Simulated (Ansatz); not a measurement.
GeH3F (GeFH3): the energy, rung by rung

GeH3F has 5 atoms, charge 0, and is taken as a singlet. As SMILES, `[H][Ge]([H])([H])[F]`. The shape comes from GFN2-xTB, which is rough for such elements, and wasn't checked as a minimum.

```jsonl
{"atom": "Ge", "x (Å)": "-0.0013", "y (Å)": "0.0007", "z (Å)": "-0.1397"}
{"atom": "F", "x (Å)": "0.0103", "y (Å)": "-0.0182", "z (Å)": "1.5949"}
{"atom": "H", "x (Å)": "1.4486", "y (Å)": "0.0117", "z (Å)": "-0.4946"}
{"atom": "H", "x (Å)": "-0.7318", "y (Å)": "1.2607", "z (Å)": "-0.4655"}
{"atom": "H", "x (Å)": "-0.7258", "y (Å)": "-1.2550", "z (Å)": "-0.4950"}
```

Quantity: the energy change with the Ge1–H4 bond stretched from 1.492 to 2.239 Å, in eV. The values are calculated.

```json
{"level": "PBE/STO-3G (restricted)", "kind": "GGA", "program": "Ansatz", "value (eV)": "2.63", "less FCI/STO-3G": "+0.04"}
{"level": "r2SCAN/STO-3G (restricted)", "kind": "meta-GGA", "program": "Ansatz", "value (eV)": "2.84", "less FCI/STO-3G": "+0.25"}
{"level": "BHLYP/STO-3G (restricted)", "kind": "global hybrid", "program": "Ansatz", "value (eV)": "3.24", "less FCI/STO-3G": "+0.65"}
{"level": "PBE0/STO-3G (restricted)", "kind": "global hybrid", "program": "Ansatz", "value (eV)": "2.97", "less FCI/STO-3G": "+0.38"}
{"level": "r2SCAN0/STO-3G (restricted)", "kind": "hybrid meta-GGA", "program": "Ansatz", "value (eV)": "3.09", "less FCI/STO-3G": "+0.50"}
{"level": "CAM-B3LYP/STO-3G (restricted)", "kind": "range-separated hybrid", "program": "Ansatz", "value (eV)": "3.12", "less FCI/STO-3G": "+0.53"}
{"level": "B2PLYP/STO-3G (restricted)", "kind": "double hybrid", "program": "Ansatz", "value (eV)": "3.00", "less FCI/STO-3G": "+0.41"}
{"level": "MP2/STO-3G (restricted)", "kind": "perturbation theory", "program": "Ansatz", "value (eV)": "3.10", "less FCI/STO-3G": "+0.51"}
{"level": "FCI/STO-3G", "kind": "exact in the basis", "program": "Ansatz", "value (eV)": "2.59", "less FCI/STO-3G": "0.00"}
```

FCI/STO-3G is exact within its basis and frozen core, so for wave-function methods in that basis the difference is their error; functionals converge differently with the basis, so for them it is only a difference. All-electron rows without a relativistic Hamiltonian named are non-relativistic. The first shape isn't each level's own minimum. The values span 2.59 to 3.24 eV. All rows use very small basis sets, so even the best lies far from the true value. In the correlated wave-function rows the outer d shell of Ge is correlated, in sets not made for it.
